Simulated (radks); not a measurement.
Excited configurations of Xe IV: one electron is placed in a higher orbital outside [Kr] 4d10 5s2 5p2. The ground configuration is [Kr] 4d10 5s2 5p3. All-electron calculation, scalar-relativistic Kohn-Sham, r2SCAN, spin-polarised, spherical densities, finite nucleus; open shells are filled with parallel spins first (spin-orbit coupling, left out, can overturn this in heavy ions); meta-GGA in the generalised Kohn-Sham scheme; Fermi nuclear charge, rms radius 4.7859 fm. Program: a radial shooting solver on a logarithmic mesh with Libxc functionals. Excitation = E - E(ground); binding = E(ion) - E, where the ion is the core of charge +4; n* = 4/sqrt(2 binding) in atomic units, and the quantum defect is n - n*.

| outer orbital | excitation (eV) | binding (eV) | quantum defect | eigenvalue (eV) |
|---|---|---|---|---|
| 5d | 18.161 | 25.701 | 2.090 | -21.924 |
| 6s | 21.044 | 22.819 | 2.911 | -20.627 |
| 6p | 25.014 | 18.848 | 2.602 | -16.944 |
| 6d | 30.269 | 13.594 | 1.998 | -12.003 |
| 6f | 35.731 | 8.132 | 0.826 | -7.141 |
| 7f | 38.090 | 5.773 | 0.859 | -5.132 |

The Delta-SCF ionisation energy is 43.863 eV (NIST Atomic Spectra Database: 42.2 eV, measured). Self-interaction in the functional shifts the binding energies and quantum defects, so they are the method's values and not measured ones. Open shells are spherical and high-spin; term and fine-structure splittings are not resolved. Spin-orbit splitting is averaged out at the scalar-relativistic level.
